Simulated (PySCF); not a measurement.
# o-phenylenediamine (SMILES Nc1ccccc1N)

Molfile (atoms numbered from 1):
```
C6H8N2
     RDKit          3D

 16 16  0  0  0  0  0  0  0  0999 V2000
   -1.6488    1.3032    0.7335 N   0  0  0  0  0  0  0  0  0  0  0  0
   -0.4849    0.6502    0.3259 C   0  0  0  0  0  0  0  0  0  0  0  0
    0.7875    1.2113    0.4365 C   0  0  0  0  0  0  0  0  0  0  0  0
    1.9179    0.5250   -0.0108 C   0  0  0  0  0  0  0  0  0  0  0  0
    1.7807   -0.7419   -0.5685 C   0  0  0  0  0  0  0  0  0  0  0  0
    0.5109   -1.3065   -0.7014 C   0  0  0  0  0  0  0  0  0  0  0  0
   -0.6284   -0.6235   -0.2751 C   0  0  0  0  0  0  0  0  0  0  0  0
   -1.9169   -1.1520   -0.3610 N   0  0  0  0  0  0  0  0  0  0  0  0
   -2.2922    0.6795    1.2165 H   0  0  0  0  0  0  0  0  0  0  0  0
   -1.4783    2.1364    1.2848 H   0  0  0  0  0  0  0  0  0  0  0  0
    0.8918    2.1990    0.8953 H   0  0  0  0  0  0  0  0  0  0  0  0
    2.9044    0.9827    0.0894 H   0  0  0  0  0  0  0  0  0  0  0  0
    2.6579   -1.2940   -0.9129 H   0  0  0  0  0  0  0  0  0  0  0  0
    0.3952   -2.2936   -1.1588 H   0  0  0  0  0  0  0  0  0  0  0  0
   -2.5976   -0.4617   -0.6715 H   0  0  0  0  0  0  0  0  0  0  0  0
   -1.9774   -1.9915   -0.9256 H   0  0  0  0  0  0  0  0  0  0  0  0
  1  2  1  0
  2  3  2  0
  3  4  1  0
  4  5  2  0
  5  6  1  0
  6  7  2  0
  7  8  1  0
  7  2  1  0
  1  9  1  0
  1 10  1  0
  3 11  1  0
  4 12  1  0
  5 13  1  0
  6 14  1  0
  8 15  1  0
  8 16  1  0
M  END
```

Method used: PySCF, quadratic response CAM-B3LYP/aug-cc-pVDZ first hyperpolarisability, Taylor convention, gas phase. Geometry: PBE0-D3(BJ)/def2-SVP.

Problem. What is the first hyperpolarisability, and how does it disperse?

Solution. In au, Taylor convention; the vector part is βᵢ = ⅓ Σⱼ (βᵢⱼⱼ + βⱼᵢⱼ + βⱼⱼᵢ); β∥ is 3/5 of the vector part along the dipole, the dipole points from − to +:
| process | λ (nm) | β vector norm | β∥ | β HRS | depolarisation ratio |
| --- | --- | --- | --- | --- | --- |
| static β(0;0,0) | ∞ | 306.4 | 183.8 | 119.8 | 6.22 |
| second harmonic β(−2ω;ω,ω) | 1907 | 323.4 | 194.0 | 127.0 | 6.18 |
| Pockels β(−ω;ω,0) | 1907 | 311.9 | 187.1 | – | – |
| second harmonic β(−2ω;ω,ω) | 1064 | 366.3 | 219.8 | 146.1 | 5.97 |
| Pockels β(−ω;ω,0) | 1064 | 324.6 | 194.8 | – | – |

Problem. Which lowest excitations, dipole and polarisabilities go with it?

Solution. S1 4.59 eV (f = 0.015); S2 4.74 eV (f = 0.075); S3 5.11 eV (f = 0.001); dipole 1.28 D; isotropic α 91.5 au static, 91.9 au at 1907 nm, 92.8 au at 1064 nm, 93.2 au at 953.5 nm, 97.5 au at 532 nm.
